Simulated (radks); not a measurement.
Neutral bromine inside a hard spherical wall (all orbitals vanish at R), configuration held at [Ar] 3d10 4s2 4p5 and not refilled when levels cross. Method: scalar-relativistic Kohn-Sham, PBEsol, spin-unpolarised, spherical densities, finite nucleus; Fermi nuclear charge, rms radius 4.1629 fm; computed with a radial shooting solver on a logarithmic mesh with Libxc functionals. Eigenvalues in eV, with the zero of energy where the potential of the charges vanishes at infinity; a dash marks a level that is unbound or too diffuse for the functional's potential to be trusted. A positive occupied level is held by the wall or, in an anion where self-interaction has pushed it up, behind a barrier. The pressure on the wall is -dE/dV.

R (bohr)	E (hartree)	kinetic (hartree)	e(3p)	e(3d)	e(4s)	e(4p)	e(5s, empty)	e(5p, empty)	pressure (GPa)
free	-2604.66883	2660.733	-173.26	-66.713	-20.133	-7.855	-	-	0
20	-2604.66883	2660.733	-173.26	-66.713	-20.133	-7.855	-	-	< 0.0001
15	-2604.66883	2660.733	-173.26	-66.713	-20.133	-7.855	-0.329	-	< 0.0001
8	-2604.66831	2660.739	-173.21	-66.671	-20.099	-7.822	0.951	3.507	0.0289
7	-2604.66645	2660.755	-173.11	-66.566	-20.014	-7.739	1.980	5.255	0.172
6	-2604.65797	2660.820	-172.76	-66.220	-19.745	-7.466	4.065	8.475	1.08
5	-2604.61811	2661.074	-171.65	-65.120	-18.917	-6.579	8.773	15.018	7.43
4	-2604.41699	2662.133	-168.18	-61.685	-16.367	-3.643	21.015	30.286	60.8
3	-2603.26419	2666.922	-157.55	-51.217	-7.544	7.018	59.046	73.357	659
2	-2594.67478	2694.835	-123.99	-18.119	36.165	58.121	215.82	237.72	12900
